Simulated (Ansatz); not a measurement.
`CO[SiH2]C#N` + PH₃ → `N#C[SiH2]P` + CH₃OH at 400 K and 1 bar (ligand exchange at the Si–O bond).

Program: Ansatz. Geometries: PBE0-D4/def2-TZVP. ΔE: electronic, gas phase. CCSD(T)/CBS adds triple-zeta CCSD(T) − MP2 to the extrapolated MP2 energy (def2 sets, frozen cores). This one scheme is used for every species. One conformer a species, not always the lowest.

```
      species  CCSD(T)/CBS energy (Eh)  H − E (kJ/mol)  S (J/(mol·K))
`CO[SiH2]C#N`               -498.08666           211.3          378.0
          PH₃               -342.72256            77.1          221.7
 `N#C[SiH2]P`               -725.16307           142.8          357.9
        CH₃OH               -115.61712           151.2          252.6
```

H − E and S are ideal-gas, rigid-rotor, harmonic terms from PBE0-D4/def2-TZVP, for one conformer and one mirror image of each species. 1 Eh = 2625.50 kJ/mol, R = 8.31446 J/(mol·K).

Question: By hand: ΔE, ΔH, ΔS and ΔG.

Answer: ΔE = (-725.16307) + (-115.61712) − (-498.08666) − (-342.72256) = 0.02903 Eh = 76.2 kJ/mol. Δ(H − E) = 142.8 + 151.2 − 211.3 − 77.1 = 5.6, so ΔH = 81.8 kJ/mol. ΔS = 357.9 + 252.6 − 378.0 − 221.7 = 10.8 J/(mol·K). ΔG = 81.8 − 400 × (10.8)/1000 = 77.5 kJ/mol.

Question: By hand: the equilibrium constant, and the temperature at which ΔG would vanish if ΔH and ΔS stayed fixed.

Answer: log₁₀ K = −ΔG/(RT ln 10) = -10.1. ΔG = 0 at ΔH/ΔS = 7574 K, far beyond where these terms or the molecules hold.

The number of gas molecules stays the same, so ΔS is small and ΔH decides. A doubt of 5 kJ/mol in ΔE shifts log₁₀ K by 0.7 here. Other conformers and mirror images would add mixing entropy, several J/(mol·K) or more a flexible species. These are equilibria of isolated gas molecules and say nothing of rates. Largest T1 diagnostic: 0.014 (customary marks: 0.02 for closed shells, 0.045 for open ones).
